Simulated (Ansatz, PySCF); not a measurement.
Energy difference R1 → P1 + P2, each structure at its B3LYP-D3(BJ)/def2-TZVP stationary point, reached from a drawn start (curvature not checked).
R1: Cl6Te (SMILES Cl[Te](Cl)(Cl)(Cl)(Cl)Cl), charge 0, multiplicity 1.
P1, Cl4Te (SMILES Cl[Te](Cl)(Cl)Cl) (charge 0, multiplicity 1):
```xyz
5

Te     0.0000    -0.5951     0.0000
Cl     0.0000    -0.5987     2.4631
Cl     0.0000    -0.5987    -2.4631
Cl     1.7838     0.8962     0.0000
Cl    -1.7838     0.8962     0.0000
```
P2, Cl2 (SMILES ClCl) (charge 0, multiplicity 1):
```xyz
2

Cl     0.00000     0.00000     1.00675
Cl     0.00000     0.00000    -1.00675
```

P less R. No zero-point or thermal terms; no spin–orbit coupling.

Frozen-core correlation throughout. In cc and def2 sets filled d and f shells under p-block atoms count as core.

Run with Ansatz (a first-principles code); PySCF for the D3/D4 terms. All values are computed, each at the level named. Elements past Kr take the def2 small-core potentials, without spin–orbit coupling.

Total energies in hartree:

```
structure  PBE/def2-TZVPP  B3LYP-D3(BJ)/def2-TZVPP  CCSD(T)/def2-TZVPP
---------  --------------  -----------------------  ------------------
R1           -3028.229398             -3029.538279        -3025.526619
P1           -2108.205677             -2109.106429        -2106.097621
P2            -920.021287              -920.424164         -919.413750
```

Task: Work out the reaction energy at each level in kJ/mol (1 hartree = 2625.49964 kJ/mol), and say how far PBE/def2-TZVPP lies from CCSD(T)/def2-TZVPP.

Result: 
- PBE/def2-TZVPP: (-2108.205677) + (-920.021287) − (-3028.229398) = 0.002434 hartree = 6.4 kJ/mol
- B3LYP-D3(BJ)/def2-TZVPP: (-2109.106429) + (-920.424164) − (-3029.538279) = 0.007686 hartree = 20.2 kJ/mol
- CCSD(T)/def2-TZVPP: (-2106.097621) + (-919.413750) − (-3025.526619) = 0.015248 hartree = 40.0 kJ/mol
PBE/def2-TZVPP less CCSD(T)/def2-TZVPP: -33.6 kJ/mol. CCSD(T)/def2-TZVPP is the level counted from, the highest shown, and no exact or measured value.
